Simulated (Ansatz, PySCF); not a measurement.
Gas-phase reaction (SMILES): CCB(N)N [diaminoboranylethane] + N (NH3) → NB(N)N + CC (C2H6) [ethane]; ammonia cleaves one B-C bond, a model of a ligand-exchange step.

Geometries: B3LYP-D3(BJ)/def2-TZVP minima from Ansatz (an electronic-structure program), one conformer each, not searched for the lowest. Cores are frozen in the correlated levels unless marked. Spin-orbit coupling is left out. Non-relativistic. CBS(X,Y): correlation extrapolated as X^-3; Hartree-Fock from the larger set. [CCSD(T)-MP2]/basis is that difference in the basis named. Thermal terms are rigid-rotor harmonic-oscillator values from B3LYP-D3(BJ) frequencies (Ansatz or PySCF) at 298.15 K and 1 atm. 1 Eh = 627.5095 kcal/mol.

| species | E, RI-MP2/CBS(cc-pVTZ,cc-pVQZ)+[CCSD(T)-MP2]/cc-pVTZ (Ansatz) (Eh) | E, r2SCAN-D4/def2-TZVPD (Ansatz + dftd4) (Eh) | H - E (Eh) |
|---|---|---|---|
| CCB(N)N | -215.82281 | -216.03826 | 0.13139 |
| N (NH3) | -56.50668 | -56.54744 | 0.03799 |
| NB(N)N | -192.63803 | -192.81492 | 0.09030 |
| CC (C2H6) | -79.71807 | -79.79874 | 0.07887 |

Question: Work out ΔE and ΔH at 298.15 K at the first level, then ΔH at the second.

Answer: 
1. ΔE = [(-192.63803) + (-79.71807)] - [(-215.82281) + (-56.50668)] = -0.02661 Eh = -16.7 kcal/mol at RI-MP2/CBS(cc-pVTZ,cc-pVQZ)+[CCSD(T)-MP2]/cc-pVTZ.
2. The terms H - E add up to -0.00021 Eh, so ΔH = (-0.02661 + (-0.00021))×627.5095 = -16.8 kcal/mol.
3. At r2SCAN-D4/def2-TZVPD the same steps give ΔE = -17.5 and ΔH = -17.7 kcal/mol, a shift of -0.9 from the first level.
4. These values are not checked against measurement here, since the tables used lack a sound gas-phase enthalpy of formation for at least one species.
